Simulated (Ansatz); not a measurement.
Computed with Ansatz on PBE0-D4/def2-TZVP structures; ΔE is electronic, products minus reactants. CCSD(T)/CBS adds triple-zeta CCSD(T) − MP2 to the extrapolated MP2 energy (def2 sets, frozen cores). This one scheme is used for every species. DFT in def2-TZVPP. B3LYP here is the variant with VWN-RPA as its local correlation; programs differ in this. def2 core potentials past Kr. For Sn outer-core shells are correlated without core-valence functions, which leaves a few kJ/mol of doubt a bond. Each species was taken in one conformer, which may not be the lowest.

Reaction (cleavage of the Si–Si bond): `O[SiH2][SiH2][SnH3]` + `N[SiH3]` → `O[SiH2]N[SiH3]` + `[SiH3][SnH3]`

```tsv
level	ΔE (kJ/mol)	difference from CCSD(T)/CBS
PBE-D4	-56.4	19.6
r2SCAN-D4	-70.8	5.2
PBE0-D4	-63.1	12.9
B3LYP-D4	-74.8	1.2
ωB97X-V	-75.7	0.3
ωB97M-V	-80.9	-4.9
B2PLYP	-80.7	-4.7
PBE	-57.6	18.4
r2SCAN	-71.1	4.9
PBE0	-64.4	11.6
B3LYP	-76.8	-0.8
HF/def2-TZVPP	-96.2	-20.2
MP2/def2-TZVPP	-83.9	-7.9
SCS-MP2/def2-TZVPP	-86.8	-10.8
CCSD/def2-TZVPP	-81.6	-5.6
CCSD(T)/def2-TZVPP	-78.9	-2.9
HF/def2-QZVPP	-97.5	-21.5
MP2/def2-QZVPP	-82.6	-6.6
SCS-MP2/def2-QZVPP	-85.6	-9.6
HF/CBS(def2)	-97.7	-21.7
MP2/CBS(def2)	-80.9	-4.9
CCSD/CBS(def2)	-78.7	-2.7
CCSD(T)/CBS	-76.0	0
```

Largest T1 diagnostic among the species: 0.013.

From PBE to PBE0 (25 % exact exchange), in def2-TZVPP and without D4, ΔE moves by −6.8 kJ/mol. In def2-TZVPP, CCSD(T) changes the Hartree–Fock value by +17.3 kJ/mol (the triples alone add +2.7 kJ/mol) and MP2 by +12.4 kJ/mol.
